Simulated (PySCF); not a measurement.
## Frontier orbitals and the lowest excitations

C5H8OP2S.
Z-matrix (Å and degrees, PBE0-D3(BJ)/def2-SVP geometry), rows numbered from 1:
```
C 
P   1  1.8131
O   2  1.4969  1  116.19
P   2  2.2239  1  103.13  3   123.33
C   2  1.8037  1  105.03  3  -123.67
C   5  1.3759  2  122.79  1   133.56
C   6  1.4213  5  112.67  2   179.28
C   7  1.3710  6  112.47  5    -0.24
S   8  1.7163  7  111.79  6     0.16
H   1  1.0994  2  108.89  3   -60.60
H   1  1.1001  2  108.20  3    58.08
H   1  1.1007  2  111.32  3   178.33
H   4  1.4265  2   91.41  1   170.60
H   4  1.4304  2   94.34  1    76.77
H   6  1.0912  5  121.55  2    -1.14
H   7  1.0908  6  124.25  5   179.67
H   8  1.0898  7  128.19  6   179.75
```

The calculation used PySCF 2.14.0, density-fitted response routines, TDDFT CAM-B3LYP/def2-SVPD, vertical, gas phase, core orbitals frozen in the response.

Kohn–Sham orbitals with the atoms that hold most of them (Löwdin shares over 4%, at most four atoms; ? is withheld):

| orbital | ε (eV) | atoms |
| --- | --- | --- |
| HOMO-3 | -9.42 | O3 65%, P2 13%, C1 8%, C5 7% |
| HOMO-2 | -9.04 | O3 33%, C7 12%, S9 11%, P4 9% |
| HOMO-1 | -8.92 | S9 33%, C6 19%, C5 12%, O3 11% |
| HOMO | -8.34 | ? |
| LUMO | -0.32 | ? |
| LUMO+1 | 0.81 | S9 25%, P4 19%, C1 10%, H12 8% |
| LUMO+2 | 0.96 | S9 63%, H17 8%, C8 7%, C5 4% |

(1) Give the leading atoms of the LUMO.

(2) Give the leading atoms of the HOMO.

(3) How does S1 compare with the orbital gap of 8.02 eV?

(4) Give energy, strength and leading configuration of S1, S2 and S3, and follow the Löwdin shares of the leading atoms from the occupied to the empty orbital.

## Answers

(1) C8 (bonded to C, S and H) 18%; S9 (bonded to 2 C) 17%; C5 (bonded to C, P and S) 17%; C6 (bonded to 2 C and H) 13%. By element: carbon 48% or more, sulfur 17%.

(2) P4 (bonded to P and 2 H) 23%; C5 (bonded to C, P and S) 18%; C8 (bonded to C, S and H) 17%; C7 (bonded to 2 C and H) 11%. By element: carbon 46% or more, phosphorus 23% or more.

(3) S1 is at 5.23 eV (f = 0.186), 2.79 eV below the gap, made of HOMO→LUMO (90%). 

(4) 
- S1 (5.23 eV, f 0.186), HOMO→LUMO (90%): P4 23% → at most 14%, C5 18% → 17%, C8 17% → 18%, S9 at most 11% → 17%
- S2 (5.64 eV, f 0.110), HOMO-1→LUMO (75%): S9 33% → 17%, C6 19% → 13%, C8 at most 12% → 18%
- S3 (5.90 eV, f 0.036), HOMO-2→LUMO (70%): O3 33% → at most 14%, C7 12% → at most 14%, C8 at most 10% → 18%, S9 11% → 17%

Time: 9.9 min; peak memory 1.4 GiB. Hardware: Arm Neoverse V1, one thread, shared host.

One conformer stands for the species.
